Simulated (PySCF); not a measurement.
Polarisability and C₆ of Ca²⁺ (calcium, charge +2)

[Ar], closed-shell 1S. Calculation: PySCF 2.14, in aug-cc-pwCVQZ-X2C; the spin-free X2C one-electron Hamiltonian (Gaussian nucleus). Coupled (time-dependent) response in atomic units; α is the mean over directions.

| method | mean α (bohr³) | C₆ (like pair) | S(−4) |
| --- | --- | --- | --- |
| PBEsol | 3.330 | 11.05 | 2.050 |

S(−4) is the Cauchy moment in α(ω) = α(0) + S(−4) ω² + …

α(iu) at PBEsol:

```csv
u (hartree),α(iu) (bohr³)
0,3.330
0.0500,3.325
0.100,3.310
0.200,3.250
0.300,3.156
0.500,2.890
0.750,2.488
1.00,2.090
1.50,1.451
2.00,1.030
3.00,0.5815
5.00,0.2609
```

For an ion, C₆ is the dispersion term alone; charge-induced terms of lower order in 1/R come first.
